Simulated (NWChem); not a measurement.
# C2H3F2, doublet; SMILES [C](F)(C)F

In the optimisation the excess spin sits in a' (Cs, its own frame).

Question: Give the equilibrium geometry at PBE0/def2-SVP, spin-unrestricted (NWChem) as an XYZ file, with the point group.

Answer: point group Cs; any orientation.
```
7

C      0.0396     1.3918     0.0000
C     -0.2923    -0.0527     0.0000
F      0.0718    -0.7216    -1.0872
F      0.0718    -0.7216     1.0872
H      1.1361     1.5387     0.0000
H     -0.3764     1.8742    -0.8942
H     -0.3764     1.8742     0.8942
```
